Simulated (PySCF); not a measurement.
Predicted microwave data (PySCF 2.14.0, PBE0-D3(BJ)/def2-SVP geometry optimisation, gas phase) for one isomer of C9H6ClN:

* Rotational constants: A = 2729, B = 607.4, C = 496.8 MHz
* Dipole components: |μa| = 2.38 D, |μb| = 2.20 D, |μc| = 0.00 D
* Inertial defect: 0.00 u·Å²
* κ: -0.90

**Question.** Which candidate fits, each taken in the one conformer that was computed?
A. 2-chloroquinoline (`Clc1ccc2ccccc2n1`)
B. `[N:1]#[C:2][c:3]1[cH:4][cH:5][c:6](/[CH:7]=[CH:8]/[Cl:9])[cH:10][cH:11]1` with C5–C6–C7–C8 179°
C. `C=C1C=CC(C#N)=CC(Cl)=C1`

**Answer.** A. It is Clc1ccc2ccccc2n1, a near-prolate asymmetric top, point group Cs. The candidates at the same level (rigid rotor, commonest isotopes):

```csv
SMILES,A (MHz),B (MHz),C (MHz),μa (D),μb (D),μc (D),Δ (u·Å²),point group,rotor
N#Cc1ccc(/C=C/Cl)cc1,4945,333.5,312.4,3.53,0.24,0.00,-0.01,Cs,near-prolate asymmetric top
Clc1ccc2ccccc2n1,2729,607.4,496.8,2.38,2.20,0.00,0.00,Cs,near-prolate asymmetric top
C=C1C=CC(C#N)=CC(Cl)=C1,1098,809.2,466.2,3.28,2.24,0.08,-0.68,near Cs,asymmetric top
```

`N#Cc1ccc(/C=C/Cl)cc1` has A 81 % too high; `C=C1C=CC(C#N)=CC(Cl)=C1` has A 60 % too low. In the right answer the mirror of this Cs structure is the ab plane, so μc vanishes by symmetry. No structure here is proved a minimum.
